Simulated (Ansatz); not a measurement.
# Abstraction of H: CH3Br + SnH(CH3)(SiH3) → CH2Br + SnH2(CH3)(SiH3)

Species: CH3Br (bromomethane) `CBr`, singlet; SnH(CH3)(SiH3), doublet; CH2Br `[CH2]Br`, doublet; SnH2(CH3)(SiH3), singlet. A radical takes H: the energy is the difference in strength between the C–H bond broken and the Sn–H bond made.

Shapes, held fixed at every level: PBE0-D4/def2-TZVP. Programs: Ansatz 0.2.0. The zero-point and thermal change to 298 K, harmonic and unscaled (PBE0-D4/def2-TZVP), is -17.1 kJ/mol.

```json
{"level": "HF/def2-SVP", "kind": "Hartree–Fock", "ΔH(298 K) (kJ/mol)": "+90.7", "less CCSD(T)/def2-TZVPP": "-12.6"}
{"level": "PBE-D4/def2-TZVPP", "kind": "GGA", "ΔH(298 K) (kJ/mol)": "+108.6", "less CCSD(T)/def2-TZVPP": "+5.3"}
{"level": "BHLYP-D4/def2-TZVPP", "kind": "global hybrid", "ΔH(298 K) (kJ/mol)": "+102.4", "less CCSD(T)/def2-TZVPP": "-0.9"}
{"level": "PBE0-D4/def2-TZVPP", "kind": "global hybrid", "ΔH(298 K) (kJ/mol)": "+106.4", "less CCSD(T)/def2-TZVPP": "+3.1"}
{"level": "wB97X-V/def2-TZVPP", "kind": "range-separated hybrid", "ΔH(298 K) (kJ/mol)": "+100.0", "less CCSD(T)/def2-TZVPP": "-3.3"}
{"level": "CCSD/def2-SVP", "kind": "coupled cluster or CI", "ΔH(298 K) (kJ/mol)": "+106.7", "less CCSD(T)/def2-TZVPP": "+3.4"}
{"level": "CCSD(T)/def2-TZVPP", "kind": "coupled cluster or CI", "ΔH(298 K) (kJ/mol)": "+103.3", "less CCSD(T)/def2-TZVPP": "0.0"}
```

The highest level, CCSD(T)/def2-TZVPP, gives ΔH(298 K) = +103.3 kJ/mol; the levels span +90.7 to +108.6. The column of differences is taken from that level and isn't an error. No measured value is set beside it here. Open shells run unrestricted. For atoms past krypton def2 sets carry core potentials with scalar relativity. Relativity is left out for Br. Outer-core shells of Br, Sn are correlated in most correlated rows, in sets that cover them unevenly.
